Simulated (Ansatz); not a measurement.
Program: Ansatz. Geometries: PBE0-D4/def2-TZVP. ΔE: electronic, gas phase. CCSD(T)/CBS is the MP2 limit (def2-TZVPP, def2-QZVPP) plus CCSD(T) − MP2 in def2-TZVPP, frozen cores. This one scheme is used for every species. DFT in def2-TZVPP. Each species was taken in one conformer, which may not be the lowest.

Reaction (silylene formation by 1,1-elimination): `FBC[SiH3]` → `CBF` + `[SiH2]`

```tsv
level	ΔE (eV)
revPBE-D4	2.51
PBE	2.48
revPBE	2.32
RPA@PBE/def2-TZVPP	2.28
HF/def2-SVP	2.25
HF/def2-TZVPP	2.30
HF/def2-QZVPP	2.31
MP2/CBS(def2)	2.74
```

(1) What does CCSD(T)/CBS give? (Best estimate.)

(2) What do rigid-rotor, harmonic-oscillator terms from PBE0-D4/def2-TZVP frequencies (298.15 K, 1 bar) make of the CCSD(T)/CBS value? (An estimate is asked.)

Largest T1 diagnostic among the species: 0.014.

Results:

(1) Computed: +2.52 eV. The listed levels differ from it by -0.01, -0.04, -0.20, -0.24, -0.27, -0.22, -0.21, 0.22 eV.

(2) The calculation gave: ΔZPE = -0.12 eV, ΔH = +2.45 eV, ΔS = 158 J/(mol·K), ΔG = +1.96 eV.

Leaving LDA and LC-ωPBE aside and taking each functional with its dispersion term where it has one, the values, not all of them listed here, spread over 0.40 eV, from BLYP-D4 to r2SCAN0-D4. LDA lies +0.36 eV from PBE without D4. From PBE to PBE0 (25 % exact exchange), in def2-TZVPP and without D4, ΔE moves by +0.10 eV. At CCSD(T), def2-SVP lies −0.18 eV from the extrapolated value and def2-TZVPP −0.06 eV.
